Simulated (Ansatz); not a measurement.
Born–Oppenheimer molecular dynamics of C₃H₇FSSi (13 atoms, charge 0, multiplicity 1). It starts from a relaxed structure.

Theory: Ansatz, RHF/6-31G.

```
ensemble                      : NVE (Milne-controlled integrator)
time step                     : 0.25 fs
steps asked                   : 457
starting velocities drawn for : 500 K
seed                          : 734463
```

Frames 0.25 fs apart, positions in Å, forces in eV/Å.

Velocities at 82.5 fs (Å/ps):

```
C 5.22 1.96 -1.20
S -0.80 -1.17 -0.50
C 8.77 7.60 1.70
Si -2.58 -0.63 -3.11
C -3.41 -5.72 6.37
F -3.17 -2.88 2.34
H 5.57 25.83 11.37
H -2.05 17.27 -4.78
H 24.30 -3.92 3.50
H -0.99 0.00 -26.58
H 7.88 -1.78 -9.92
H 5.63 -3.59 4.33
H -9.41 29.41 -1.39
```

```xyz
13
Properties=species:S:1:pos:R:3:forces:R:3 time_fs=82.5 energy_less_start_eV=0.309 T=282
C -0.598 -0.365 2.443 -2.77 -1.26 -0.68
S -1.230 0.400 0.786 0.54 -0.21 0.68
C 0.169 0.376 -0.413 -0.30 0.64 0.79
Si -0.438 0.318 -2.219 1.07 -0.55 -0.27
C 1.450 0.535 -0.146 -0.34 -0.54 1.17
F 1.982 0.567 1.184 -0.57 0.11 -2.00
H 0.274 0.070 2.773 1.76 0.86 0.32
H -0.521 -1.444 2.284 0.22 0.62 0.14
H -1.413 -0.175 3.162 0.54 -0.06 -0.67
H 0.819 0.254 -3.096 -0.59 0.09 0.31
H -1.207 -0.931 -2.356 -0.19 -0.16 -0.19
H -1.247 1.481 -2.587 -0.24 0.36 -0.03
H 2.160 0.574 -0.933 0.89 0.10 0.42
13
Properties=species:S:1:pos:R:3:forces:R:3 time_fs=82.8 energy_less_start_eV=0.300 T=289
C -0.597 -0.364 2.442 -2.54 -1.04 -0.63
S -1.230 0.400 0.786 0.55 -0.21 0.67
C 0.171 0.378 -0.413 -0.54 0.58 0.74
Si -0.438 0.318 -2.220 1.16 -0.56 -0.26
C 1.450 0.534 -0.144 -0.13 -0.46 1.13
F 1.981 0.566 1.185 -0.56 0.10 -1.98
H 0.276 0.077 2.776 1.60 0.75 0.24
H -0.521 -1.439 2.283 0.26 0.49 0.13
H -1.406 -0.176 3.163 0.43 -0.04 -0.62
H 0.818 0.254 -3.102 -0.63 0.09 0.35
H -1.205 -0.932 -2.359 -0.20 -0.17 -0.18
H -1.246 1.481 -2.586 -0.27 0.39 -0.04
H 2.158 0.581 -0.934 0.88 0.08 0.46
13
Properties=species:S:1:pos:R:3:forces:R:3 time_fs=83.0 energy_less_start_eV=0.291 T=295
C -0.596 -0.364 2.442 -2.26 -0.79 -0.58
S -1.230 0.400 0.785 0.56 -0.20 0.66
C 0.173 0.380 -0.412 -0.79 0.51 0.68
Si -0.439 0.318 -2.221 1.24 -0.56 -0.26
C 1.449 0.532 -0.142 0.09 -0.38 1.08
F 1.980 0.566 1.185 -0.55 0.10 -1.96
H 0.278 0.084 2.779 1.39 0.61 0.13
H -0.521 -1.435 2.282 0.31 0.34 0.11
H -1.400 -0.177 3.163 0.31 -0.01 -0.55
H 0.817 0.254 -3.108 -0.66 0.09 0.39
H -1.203 -0.932 -2.362 -0.21 -0.18 -0.17
H -1.245 1.480 -2.585 -0.30 0.42 -0.04
H 2.157 0.589 -0.934 0.86 0.06 0.50
13
Properties=species:S:1:pos:R:3:forces:R:3 time_fs=83.2 energy_less_start_eV=0.283 T=301
C -0.595 -0.364 2.442 -1.93 -0.51 -0.53
S -1.230 0.399 0.785 0.57 -0.19 0.65
C 0.175 0.382 -0.412 -1.03 0.45 0.62
Si -0.439 0.318 -2.222 1.31 -0.56 -0.25
C 1.448 0.531 -0.141 0.33 -0.30 1.03
F 1.979 0.565 1.186 -0.54 0.09 -1.93
H 0.282 0.091 2.782 1.15 0.45 0.02
H -0.521 -1.430 2.281 0.35 0.19 0.10
H -1.393 -0.178 3.163 0.18 0.01 -0.47
H 0.816 0.255 -3.115 -0.68 0.10 0.42
H -1.201 -0.933 -2.364 -0.22 -0.19 -0.16
H -1.244 1.480 -2.584 -0.32 0.44 -0.05
H 2.156 0.596 -0.933 0.83 0.03 0.54
13
Properties=species:S:1:pos:R:3:forces:R:3 time_fs=83.5 energy_less_start_eV=0.278 T=305
C -0.594 -0.363 2.441 -1.58 -0.22 -0.47
S -1.231 0.399 0.785 0.58 -0.19 0.64
C 0.178 0.384 -0.411 -1.27 0.38 0.56
Si -0.440 0.318 -2.223 1.37 -0.56 -0.24
C 1.447 0.529 -0.139 0.56 -0.22 0.97
F 1.978 0.564 1.186 -0.53 0.09 -1.90
H 0.286 0.099 2.785 0.89 0.29 -0.10
H -0.521 -1.425 2.280 0.39 0.02 0.08
H -1.386 -0.179 3.163 0.04 0.04 -0.39
H 0.815 0.255 -3.120 -0.69 0.10 0.45
H -1.200 -0.934 -2.367 -0.22 -0.19 -0.15
H -1.243 1.480 -2.583 -0.34 0.45 -0.06
H 2.155 0.604 -0.933 0.79 0.00 0.59
13
Properties=species:S:1:pos:R:3:forces:R:3 time_fs=83.8 energy_less_start_eV=0.276 T=306
C -0.593 -0.363 2.441 -1.20 0.09 -0.42
S -1.231 0.399 0.785 0.58 -0.18 0.63
C 0.180 0.386 -0.411 -1.50 0.32 0.50
Si -0.440 0.318 -2.223 1.42 -0.55 -0.22
C 1.446 0.528 -0.137 0.80 -0.13 0.91
F 1.978 0.564 1.187 -0.51 0.08 -1.86
H 0.291 0.107 2.788 0.62 0.11 -0.22
H -0.521 -1.419 2.279 0.43 -0.16 0.06
H -1.379 -0.180 3.162 -0.11 0.07 -0.29
H 0.812 0.255 -3.126 -0.70 0.10 0.47
H -1.198 -0.935 -2.370 -0.23 -0.19 -0.14
H -1.242 1.480 -2.582 -0.35 0.46 -0.06
H 2.155 0.611 -0.932 0.75 -0.03 0.64
13
Properties=species:S:1:pos:R:3:forces:R:3 time_fs=84.0 energy_less_start_eV=0.278 T=304
C -0.592 -0.363 2.441 -0.82 0.40 -0.37
S -1.231 0.398 0.785 0.59 -0.17 0.62
C 0.181 0.388 -0.410 -1.73 0.25 0.44
Si -0.441 0.317 -2.224 1.45 -0.54 -0.21
C 1.445 0.526 -0.135 1.04 -0.04 0.84
F 1.977 0.563 1.187 -0.50 0.08 -1.81
H 0.297 0.115 2.791 0.35 -0.06 -0.34
H -0.520 -1.414 2.278 0.47 -0.33 0.03
H -1.373 -0.181 3.162 -0.25 0.11 -0.19
H 0.810 0.255 -3.131 -0.71 0.10 0.49
H -1.197 -0.936 -2.373 -0.23 -0.19 -0.13
H -1.242 1.480 -2.581 -0.36 0.46 -0.06
H 2.155 0.618 -0.930 0.70 -0.07 0.69
13
Properties=species:S:1:pos:R:3:forces:R:3 time_fs=84.2 energy_less_start_eV=0.284 T=300
C -0.591 -0.362 2.440 -0.45 0.70 -0.34
S -1.231 0.398 0.785 0.59 -0.17 0.61
C 0.183 0.390 -0.410 -1.94 0.19 0.38
Si -0.441 0.317 -2.225 1.47 -0.53 -0.20
C 1.445 0.525 -0.133 1.27 0.04 0.77
F 1.976 0.562 1.187 -0.48 0.07 -1.76
H 0.302 0.123 2.794 0.09 -0.24 -0.46
H -0.519 -1.410 2.277 0.51 -0.50 0.01
H -1.366 -0.181 3.161 -0.40 0.14 -0.08
H 0.807 0.256 -3.136 -0.71 0.11 0.50
H -1.196 -0.937 -2.376 -0.23 -0.18 -0.11
H -1.242 1.481 -2.580 -0.37 0.46 -0.06
H 2.156 0.626 -0.928 0.65 -0.10 0.73
13
Properties=species:S:1:pos:R:3:forces:R:3 time_fs=84.5 energy_less_start_eV=0.293 T=294
C -0.591 -0.362 2.439 -0.10 0.99 -0.31
S -1.231 0.398 0.785 0.60 -0.16 0.60
C 0.185 0.392 -0.409 -2.15 0.13 0.31
Si -0.442 0.317 -2.226 1.48 -0.51 -0.18
C 1.444 0.523 -0.131 1.49 0.13 0.70
F 1.975 0.561 1.187 -0.47 0.06 -1.71
H 0.308 0.131 2.797 -0.15 -0.40 -0.56
H -0.518 -1.405 2.277 0.54 -0.66 -0.01
H -1.360 -0.182 3.160 -0.55 0.17 0.03
H 0.804 0.256 -3.141 -0.70 0.11 0.51
H -1.195 -0.938 -2.379 -0.23 -0.17 -0.10
H -1.242 1.482 -2.579 -0.37 0.45 -0.06
H 2.157 0.633 -0.926 0.59 -0.14 0.78
13
Properties=species:S:1:pos:R:3:forces:R:3 time_fs=84.8 energy_less_start_eV=0.305 T=286
C -0.590 -0.361 2.439 0.24 1.24 -0.29
S -1.231 0.397 0.785 0.60 -0.15 0.59
C 0.187 0.394 -0.408 -2.34 0.07 0.25
Si -0.442 0.317 -2.227 1.47 -0.48 -0.16
C 1.443 0.522 -0.129 1.70 0.21 0.63
F 1.974 0.561 1.187 -0.45 0.06 -1.65
H 0.313 0.139 2.799 -0.38 -0.55 -0.66
H -0.517 -1.401 2.276 0.57 -0.80 -0.03
H -1.354 -0.183 3.159 -0.68 0.20 0.13
H 0.800 0.257 -3.146 -0.68 0.11 0.52
H -1.194 -0.940 -2.383 -0.23 -0.16 -0.09
H -1.242 1.484 -2.579 -0.36 0.43 -0.05
H 2.159 0.640 -0.923 0.54 -0.17 0.81
13
Properties=species:S:1:pos:R:3:forces:R:3 time_fs=85.0 energy_less_start_eV=0.318 T=276
C -0.589 -0.361 2.438 0.54 1.47 -0.28
S -1.231 0.397 0.785 0.60 -0.15 0.58
C 0.188 0.396 -0.408 -2.51 0.01 0.19
Si -0.443 0.316 -2.227 1.46 -0.46 -0.14
C 1.443 0.520 -0.127 1.89 0.30 0.56
F 1.973 0.560 1.187 -0.43 0.05 -1.58
H 0.318 0.146 2.800 -0.58 -0.68 -0.75
H -0.515 -1.397 2.275 0.60 -0.93 -0.04
H -1.348 -0.184 3.158 -0.81 0.23 0.23
H 0.796 0.257 -3.150 -0.66 0.11 0.52
H -1.194 -0.941 -2.386 -0.23 -0.14 -0.07
H -1.243 1.485 -2.578 -0.36 0.41 -0.05
H 2.161 0.648 -0.920 0.48 -0.21 0.84
13
Properties=species:S:1:pos:R:3:forces:R:3 time_fs=85.2 energy_less_start_eV=0.331 T=267
C -0.589 -0.360 2.438 0.81 1.66 -0.28
S -1.232 0.397 0.785 0.60 -0.14 0.57
C 0.190 0.398 -0.407 -2.67 -0.05 0.12
Si -0.443 0.316 -2.228 1.43 -0.43 -0.12
C 1.442 0.519 -0.125 2.07 0.38 0.49
F 1.972 0.559 1.187 -0.41 0.04 -1.51
H 0.323 0.153 2.802 -0.76 -0.80 -0.82
H -0.513 -1.394 2.274 0.62 -1.03 -0.05
H -1.343 -0.184 3.158 -0.92 0.25 0.32
H 0.792 0.258 -3.153 -0.63 0.11 0.51
H -1.193 -0.943 -2.389 -0.22 -0.13 -0.06
H -1.243 1.487 -2.577 -0.34 0.38 -0.04
H 2.163 0.655 -0.916 0.43 -0.25 0.86
```

Of the whole run (114 fs, mean temperature of the second half 253 K): The conserved energy stayed within 0.0014 meV per atom of its start (net change 0.00046 meV per atom), so the integration is sound. The temperature averaged 0.51 of the 500 K drawn at the start: a run that starts near a minimum puts about half its kinetic energy into the potential. A run of 0.11 ps of so small a system gives no equilibrium averages. Limits of this set-up: no polarisation functions.

Run time: 17 min on 1 CPU thread of a shared host.
